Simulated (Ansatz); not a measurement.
An input meant for B(THF)H3 (C₄H₁₁BO) (charge 0, singlet).

```yaml
crystal:
  periodic: [false, false, false]
  atoms:
    - {symbol: B, position_ang: [0.846350, 1.563121, -4.590377]}
    - {symbol: O, position_ang: [0.659232, 1.218388, -1.032728]}
    - {symbol: C, position_ang: [2.362427, -1.140282, 0.303328]}
    - {symbol: C, position_ang: [1.033250, -1.416442, 3.360068]}
    - {symbol: C, position_ang: [-2.258653, -0.967333, 2.718489]}
    - {symbol: C, position_ang: [-2.267309, 1.385102, 0.309035]}
    - {symbol: H, position_ang: [4.695800, -0.458171, 0.222196]}
    - {symbol: H, position_ang: [2.067842, -3.162492, -1.042380]}
    - {symbol: H, position_ang: [1.523383, -3.566879, 4.393108]}
    - {symbol: H, position_ang: [1.888019, 0.339845, 4.825016]}
    - {symbol: H, position_ang: [-3.233896, -3.040561, 1.877408]}
    - {symbol: H, position_ang: [-3.537026, -0.287688, 4.677323]}
    - {symbol: H, position_ang: [-3.909037, 1.001462, -1.449016]}
    - {symbol: H, position_ang: [-2.513086, 3.658264, 1.158316]}
    - {symbol: H, position_ang: [3.501797, 1.594114, -5.091691]}
    - {symbol: H, position_ang: [-0.410407, 3.904540, -5.078898]}
    - {symbol: H, position_ang: [-0.448663, -0.625008, -5.559175]}
basis:
  gaussian: {orbitals: "6-31G*", fitting: {mean_field: def2-universal-jkfit}}
hamiltonian: {xc: {name: SPW92}, pseudopotentials: {relativity: scalar}}
scf: {lower_state_search: full}
output: {forces: true}
```

```sh
$ ansatz run in.yaml --threads 2 --pin off --events-out ev --progress --plain --max-ram 32768MiB --backend cpu
```

Output, abridged:

```
Functional definition: SPW92
650 factors; integrals over basis functions are off by at most 1.8e-1 eV
mean field evaluation 1: about -6877.7581 eV, gradient 9.1e1 eV
mean field evaluation 2: about -6877.7627 eV, gradient 9.1e1 eV
mean field evaluation 4: about -6482.8426 eV, gradient 2.3e2 eV
mean field evaluation 8: about -6912.8724 eV, gradient 1.4e1 eV
mean field evaluation 16: about -6915.5820 eV, gradient 5.9e-1 eV
mean field evaluation 32: about -6915.6953 eV, gradient 3.7e-4 eV
mean field evaluation 64: about -6915.5579 eV, gradient 2.1e0 eV
mean field evaluation 96: about -6913.6525 eV, gradient 1.3e1 eV
mean field evaluation 128: about -6913.7657 eV, gradient 2.6e1 eV
mean field evaluation 160: about -6915.6694 eV, gradient 3.0e-6 eV
mean field evaluation 192: about -6915.3539 eV, gradient 1.1e0 eV
mean field evaluation 224: about -6882.7897 eV, gradient 9.1e1 eV
mean field evaluation 256: about -6915.6546 eV, gradient 6.2e-1 eV
mean field -6915.69527323 eV, -254.1471136645 hartree, gradient 2.8e-6 eV, S^2 0.000000; 12 other end points of the search recorded, 0 dependent functions left out
reference -6915.69536262 eV, -254.1471169498 hartree; 24, 24 occupied and 88, 88 virtual orbitals, 650 factors
Total energy: -6915.69536262 eV, -254.1471169498 hartree
Relativity: scalar
Atom 0 at     0.846350     1.563121    -4.590377 Å, force     0.053997     0.199407    -0.841882 eV/Å
Atom 1 at     0.659232     1.218388    -1.032728 Å, force    -0.298464    -0.632416     0.377308 eV/Å
Atom 2 at     2.362427    -1.140282     0.303328 Å, force     0.868622    -0.428036    -0.761870 eV/Å
Atom 3 at     1.033250    -1.416442     3.360068 Å, force     0.675808    -0.134353     1.316627 eV/Å
Atom 4 at    -2.258653    -0.967333     2.718489 Å, force    -1.179347    -0.803526     0.556948 eV/Å
Atom 5 at    -2.267309     1.385102     0.309035 Å, force    -0.747682     0.916452    -0.565611 eV/Å
Atom 6 at     4.695800    -0.458171     0.222196 Å, force    -1.936227    -0.549123    -0.006461 eV/Å
Atom 7 at     2.067842    -3.162492    -1.042380 Å, force     0.241033     1.666587     1.024281 eV/Å
Atom 8 at     1.523383    -3.566879     4.393108 Å, force    -0.363840     1.794860    -0.850545 eV/Å
Atom 9 at     1.888019     0.339845     4.825016 Å, force    -0.671003    -1.488518    -1.209383 eV/Å
Atom 10 at    -3.233896    -3.040561     1.877408 Å, force     0.775404     1.738365     0.717119 eV/Å
Atom 11 at    -3.537026    -0.287688     4.677323 Å, force     1.034278    -0.579137    -1.639242 eV/Å
Atom 12 at    -3.909037     1.001462    -1.449016 Å, force     1.382580     0.372281     1.415167 eV/Å
Atom 13 at    -2.513086     3.658264     1.158316 Å, force     0.221668    -1.838089    -0.748186 eV/Å
Atom 14 at     3.501797     1.594114    -5.091691 Å, force    -1.332775    -0.043926     0.319966 eV/Å
Atom 15 at    -0.410407     3.904540    -5.078898 Å, force     0.643636    -1.215535     0.342775 eV/Å
Atom 16 at    -0.448663    -0.625008    -5.559175 Å, force     0.632311     1.024707     0.552989 eV/Å
Dipole moment:    -0.084216    -0.187159     0.083435 e Å
```

Task: What is wrong with this run?

Result: The geometry is stretched to more than twice its size. Self-consistency was reached. The result belongs to that input, not to the species as meant.
